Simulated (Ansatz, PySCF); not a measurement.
This PySCF input computes a SVWN5/def2-TZVPD energy:

```python
from pyscf import gto, scf, dft

mol = gto.M(
    atom='''
    Sn   -0.00000000   -0.00000000   -0.25264832
    O     0.00000000    0.00000000    1.57905201
    ''',
    basis='def2-tzvpd',
    ecp='def2-tzvp',
    charge=0,
    spin=0,
    verbose=4,
)

mf = dft.RKS(mol, xc='svwn').density_fit(auxbasis='def2-universal-jkfit')
mf.grids.level = 3
mf.conv_tol = 1e-9
mf.max_cycle = 100
mf.max_memory = 1500
mf.kernel()
if not mf.converged:
    mf = mf.newton()
    mf.kernel(mf.make_rdm1())
mf.analyze()
```

Task: Write an input for the same energy in Ansatz (a first-principles code) and say what it gives.

Result: 
Ansatz 0.2 input:
```yaml
crystal:
  periodic: [false, false, false]
  atoms:
    - {symbol: Sn, position_ang: [-0.00000000, -0.00000000, -0.25264832]}
    - {symbol: O, position_ang: [0.00000000, 0.00000000, 1.57905201]}
basis:
  gaussian:
    orbitals: def2-TZVPD
hamiltonian:
  xc: {name: SVWN5}
output: {forces: true}
```
It gives -288.70393 Eh, and PySCF -288.70395 Eh, a difference of 0.02 mEh, from the treatment of integrals and grids.
